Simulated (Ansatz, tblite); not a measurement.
Removing and adding an electron: Sn₂₁AsH₂₈⁺, a doped nanocrystal cut from the lattice of tin (As on an inner site). The state is a singlet with charge 1. Geometry: r2SCAN-D4/def2-SVP. Ansatz, gas phase; energy differences of separate SCF runs; the oxidised species was run as a doublet alone; the reduced species was run as a doublet alone.

Cartesian coordinates in Å:
```
Sn 3.441 -3.234 -1.527
Sn 3.679 1.150 -3.147
Sn 2.698 -4.011 2.993
Sn -0.593 -4.576 -0.069
Sn -0.251 -0.508 -1.657
Sn -3.992 -2.301 -0.251
Sn -1.009 -1.289 2.725
Sn -4.173 1.861 -1.938
Sn 2.933 0.383 1.359
Sn 3.155 4.693 -0.266
Sn -0.857 2.920 1.155
Sn -0.097 3.676 -3.351
Sn -4.945 1.103 2.581
Sn 2.163 -4.841 0.376
Sn 2.537 -0.589 -1.250
Sn 2.657 3.740 -2.851
Sn 1.759 -1.379 3.204
As -1.386 -2.056 0.203
Sn -1.411 2.054 -1.462
Sn -5.313 0.162 -0.028
Sn -2.177 1.255 2.991
Sn 1.918 2.994 1.595
H 5.137 -3.279 -1.265
H 3.100 -3.814 -3.107
H 3.346 0.524 -4.712
H 5.377 1.110 -2.893
H 4.390 -4.054 3.272
H 1.901 -5.028 4.121
H -1.119 -4.927 -1.667
H -1.630 -5.368 1.048
H -0.760 -1.379 -3.061
H -4.000 -3.003 -1.819
H -4.413 -3.504 0.902
H -1.894 -2.547 3.511
H -4.460 1.246 -3.515
H -4.877 3.421 -1.806
H 4.635 0.389 1.643
H 4.843 4.724 0.043
H 2.520 6.278 -0.082
H -1.518 4.507 1.313
H -0.432 3.049 -4.916
H -0.796 5.241 -3.228
H -5.666 0.035 3.713
H -5.646 2.662 2.731
H 2.473 -6.519 0.141
H 3.406 4.766 -4.015
H 1.924 -0.770 4.808
H -6.961 -0.206 -0.369
H -1.797 1.719 4.608
H 2.183 3.519 3.216
```

In the def2 sets Sn takes a core potential; there is no spin–orbit coupling. The xTB rows come from tblite. Single mean-field runs in def2-TZVP are fitted with def2-universal-jkfit. HOMO above LUMO, or a gap near zero within one spin, warns that the state may not be the lowest or that an electron is smeared out.

| level | −HOMO (eV) | vertical IE (eV) | −LUMO (eV) | vertical EA (eV) | HOMO–LUMO gap (eV) | IE − EA (eV) | remarks |
| --- | --- | --- | --- | --- | --- | --- | --- |
| GFN1-xTB | 12.83 | 14.08 | 11.28 | 10.09 | 1.55 | 3.98 | – |
| GFN2-xTB | 13.18 | 14.36 | 12.09 | 10.96 | 1.09 | 3.40 | – |
| PBE-D4/def2-TZVP | 8.18 | – | 5.45 | 4.25 | 2.74 | – | gap within one spin near zero (doublet) |
| PBE0-D4/def2-TZVP | 8.97 | 9.86 | 4.79 | 4.05 | 4.17 | 5.82 | – |
| BHLYP-D4/def2-TZVP | 9.63 | 10.09 | 4.01 | 3.76 | 5.61 | 6.33 | – |

Run but left out: PBE-D4/def2-TZVP (charge +2 doublet: an occupied level 0.02 eV above an empty one).   Raw xTB energy differences between charge states are shifted by several eV; the methods need an empirical correction for them.
